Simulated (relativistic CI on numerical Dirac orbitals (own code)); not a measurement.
# Spin-allowed bands of a d3 ion in a tetrahedral site, by hand

Problem. Take Δ = 3590 cm⁻¹ and B = 780 cm⁻¹ for a d3 ion in a tetrahedral site. Calculate the three spin-allowed bands.

Working.
1. The terms of highest spin are 4F (energy 0) and 4P (15B = 11700 cm⁻¹). Here the F term splits into A2 at +1.2Δ = 4308, T2 at +0.2Δ = 718 and T1 at −0.6Δ = -2154 cm⁻¹.
2. The two T1 states mix through the element 0.4Δ: H = [[-2154, 1436], [1436, 11700]], with roots ½(H₁₁ + H₂₂) ∓ ½√[(H₂₂ − H₁₁)² + 4H₁₂²] = ½(9546) ∓ ½(14149) = -2301 and 11847 cm⁻¹.
3. The ground term is 4T1 at -2301 cm⁻¹.
4. Bands: 4T2 3019 cm⁻¹ (3312 nm), 4A2 6609 cm⁻¹ (1513 nm), 4T1(P) 14149 cm⁻¹ (707 nm).

Check. Exact diagonalisation of the whole d3 shell with these parameters gives 4T2 3019, 4A2 6609, 4T1 14149 cm⁻¹. The match is exact, since without spin-orbit coupling no other term has this spin. The ratio of the second band to the first, 2.189, depends on Δ/B = 4.6 alone, which is how a Tanabe-Sugano diagram is read.
